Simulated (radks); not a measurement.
Q: Ca6+, configuration [Ne] 3s2 3p2. Calculated with a radial shooting solver on a logarithmic mesh with Libxc functionals: non-relativistic Kohn-Sham, TPSS, spin-polarised, spherical densities, point nucleus; open shells are filled with parallel spins first; meta-GGA in the generalised Kohn-Sham scheme. Some entries of the table are withheld. Estimate them.

orbital  occ.  eigenvalue (eV)  <r> (bohr)  <r^2> (bohr^2)
1s up       1        -4051.426     0.07730        0.008021
1s down     1        -4050.594     0.07729        0.008019
2s up       1        -519.7687      0.3645          0.1571
2s down     1        -519.1357      0.3642          0.1568
2p up       3        -443.0379         (1)          0.1316
2p down     3        -442.0446         (2)          0.1313
3s up       1        -138.5843       1.048           1.248
3s down     1        -133.4061       1.055           1.267
3p up       2        -117.7447         (3)           1.348
3p down     0        -112.8538         (4)           1.378

A: 
(1) 2p up <r> (bohr): 0.3264
(2) 2p down <r> (bohr): 0.3263
(3) 3p up <r> (bohr): 1.082
(4) 3p down <r> (bohr): 1.093
